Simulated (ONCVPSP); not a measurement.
## Pb (Z = 82): variants of one ONCV potential

Base potential:

| Quantity | Value |
| --- | --- |
| Element | Pb (Z = 82) |
| Generator | ONCVPSP 4.0.1 |
| Type | optimised norm-conserving Vanderbilt (ONCV) |
| Functional | LDA (Perdew-Wang 92) |
| Relativity | scalar-relativistic |
| Frozen core | [Xe] 4f14 5d10 |
| Valence charge | 4 |
| Reference configuration | 6s2 6p2 |
| Partial waves | 6s: rc 2.00 bohr, ncon 4, nbas 8, qcut 2.5 1/bohr, 2 projectors, debl 0.6 Ha; 6p: rc 2.20 bohr, ncon 4, nbas 7, qcut 3.6 1/bohr, 2 projectors, debl 1.7 Ha |
| Local potential | polynomial inside 1.60 bohr (lpopt 4, dvloc0 4 Ha) |
| Core correction | Teter function, fcfact 3.25, rcfact 1.5 |

Cutoffs, loose and tight: the cutoffs (Ha) at which the residual kinetic energy of the hardest occupied pseudo-wave falls to 1 and 0.1 mHa per electron. They do not see the model core or the augmentation charge, which bear on the density cutoff. Test errors are all-electron minus pseudo excitation energies from the reference, over the configurations 6s2 6p1; 6s2 6p0; 6s1 6p0; 6s1 6p2. A dash means not determined; rows that change the core or the reference have their own tests.

A true bound ghost makes a file unfit for plane-wave use even where its test errors are small: the radial tests pick states by their node count and pass the ghost by.

```tsv
change	outcome	cutoff, loose	cutoff, tight	bound ghosts	GHOST(+) flags above zero	largest test error (meV)
base	generated	35 Ha	43 Ha	none	s	-656
p: qcut 2.1	generated	35 Ha	43 Ha	none	s	-664
p: qcut 2.5	generated	35 Ha	43 Ha	none	s	-664
p: qcut 2.9	generated	35 Ha	43 Ha	none	s	-661
p: qcut 3.3	generated	35 Ha	43 Ha	none	s	-659
p: qcut 3.8	generated	35 Ha	43 Ha	none	s	-656
p: qcut 4.1	generated	35 Ha	43 Ha	none	s	-656
p: qcut 4.5	generated	35 Ha	43 Ha	none	s	-656
p: qcut 4.9	generated	35 Ha	43 Ha	p	s	-659
p: qcut 5.3	generated	35 Ha	43 Ha	p	s	-659
```

Reading the sweep of the qcut of the p channel (base included, trends over the rows without a ghost): The loose cutoff stays near 35 Ha. The median size of the test errors (rows with all tests solved) stays near 135.4 meV. Bound ghosts are found at 4.9, 5.3 1/bohr.
